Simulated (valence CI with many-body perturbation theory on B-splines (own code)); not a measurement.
**Hyperfine factors and g values of Yb L**

Computed by configuration interaction combined with many-body perturbation theory (CI+MBPT): three valence electrons over a frozen Dirac-Fock core [Ar], a basis of 7 s, 7 p, 8 d, 6 f, 4 g, 1 h functions for each j, with the one-electron correlation potential Σ1 (screened to all orders), the two-electron term Σ2, the three-electron term Σ3, Breit, model QED; selected single and double excitations, second order for the rest, scaled by the run's own slope (own B-spline code, finite nucleus).

No measured spectrum was set against this ion. As an estimate, large intervals hold to a few tenths of a per cent, small ones and those within an open d or f shell to about a per cent. Only levels of the ground parity were solved; by the run's estimate the other parity begins above the list, which can be wrong where configurations are misplaced.

A/g_I is the dipole constant over the nuclear g factor μ/I (μ in nuclear magnetons, uniformly magnetised nucleus), B/Q the quadrupole constant per barn. Both hold the static response of the core; the bare values leave it out. Large factors of s and p1/2 electrons are usually good to 5 to 10 %; those of open d and f shells near neutrality can be off by tens of per cent, and small factors of p3/2, d and f electrons come from cancelling terms and can be off by a factor of two or in sign, in half-filled shells by more. B is blank for J = 1/2, where it vanishes, and for nearly pure S terms. Energies count from the lowest level.

Levels are named by their leading jj configuration (3d3/2^4 stands for four electrons in 3d with j = 3/2), which in mixed levels can hold well under half, so a name can repeat and another be missing. Letters in brackets count levels of one name in rising energy.

| Level | E (cm⁻¹) | g | A/g_I (MHz) | A/g_I bare | B/Q (MHz/b) | B/Q bare |
| --- | --- | --- | --- | --- | --- | --- |
| (3d3/2^3) J=3/2 | 0 | 0.706 | 87600 | 87000 | -51100 | -51800 |
| (3d3/2^2 3d5/2) J=5/2 [a] | 395190 | 1.050 | 49800 | 50000 | -27000 | -27400 |
| (3d3/2^2 3d5/2) J=3/2 | 443980 | 1.177 | 39900 | 40400 | -11300 | -11400 |
| (3d3/2^2 3d5/2) J=7/2 | 470070 | 1.041 | 54100 | 54300 | 20700 | 20900 |
| (3d3/2^2 3d5/2) J=9/2 | 471930 | 1.039 | 55900 | 56100 | 60800 | 61500 |
| (3d3/2^2 3d5/2) J=1/2 | 483640 | 1.819 | -38600 | -36500 |  |  |
| (3d3/2^2 3d5/2) J=5/2 [b] | 653750 | 1.260 | 32100 | 32800 | 88200 | 89300 |
| (3d3/2 3d5/2^2) J=7/2 [a] | 857530 | 1.109 | 40800 | 41200 | -4470 | -4540 |
| (3d3/2 3d5/2^2) J=9/2 | 890940 | 1.131 | 42300 | 42700 | 18700 | 18800 |
| (3d3/2 3d5/2^2) J=3/2 [a] | 929920 | 1.113 | 47800 | 48200 | -53200 | -53800 |
| (3d3/2 3d5/2^2) J=1/2 | 951800 | 1.498 | -16100 | -14700 |  |  |
| (3d3/2 3d5/2^2) J=11/2 | 963760 | 1.081 | 47900 | 48100 | 113000 | 114000 |
| (3d3/2 3d5/2^2) J=5/2 [a] | 967510 | 1.268 | 16200 | 17000 | 64900 | 65600 |
| (3d3/2 3d5/2^2) J=5/2 [b] | 1027700 | 1.099 | 49800 | 50200 | -20900 | -21100 |
| (3d3/2 3d5/2^2) J=7/2 [b] | 1035300 | 1.089 | 49000 | 49300 | 22100 | 22400 |
| (3d3/2 3d5/2^2) J=3/2 [b] | 1179900 | 0.909 | 76500 | 76300 | 68600 | 69500 |
| (3d5/2^3) J=9/2 | 1351500 | 1.154 | 34800 | 35200 | 9800 | 9930 |
| (3d5/2^3) J=3/2 | 1459500 | 1.109 | 38100 | 38400 | 7680 | 7760 |
| (3d5/2^3) J=5/2 | 1535600 | 1.158 | 34900 | 35400 | 9570 | 9690 |

Problem. Take the isotope of mass number 171, with I = 1/2, μ = 0.4923 μN. What is the hyperfine structure of (3d3/2^2 3d5/2) J=5/2 [b]?

Solution. From the table A = 31600 MHz. Shifts from the centre of gravity in MHz: F = 2: -55300, F = 3: 39500.
